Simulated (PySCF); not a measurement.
CH₃NO₃Si. Atoms are numbered in the order given.

```xyz
9

Si    -0.9054    -0.0596     0.4037
O     -1.6530    -1.1903    -0.5302
O     -1.5636     1.4249     0.0870
N      0.7860     0.0560     0.0545
C      1.9663    -0.0880    -0.1131
O      3.1192    -0.2024    -0.2843
H     -1.0671    -0.5024     1.7979
H     -1.8035    -0.9731    -1.4583
H     -0.9755     2.1879     0.1264
```
Charge 0, spin multiplicity 1.

Coordinates come from a B3LYP-D3(BJ)/def2-SVP optimisation. The structure was generated by enumeration, and PubChem lists no compound with its InChIKey, so it may never have been made. One conformer was computed; it need not be the lowest.

Method: SMD-ωB97X/6-31G* in PySCF.

Solvation free energies are E(SMD) − E(gas) at the gas-phase geometry, for 1 M in both phases. In vacuum the dipole moment is 1.71 D.

Question: Rank water, chlorobenzene, ethanol by solvation free energy, most negative first.

Answer: ethanol (-7.1 kcal/mol), water (-6.3 kcal/mol), chlorobenzene (-4.9 kcal/mol)
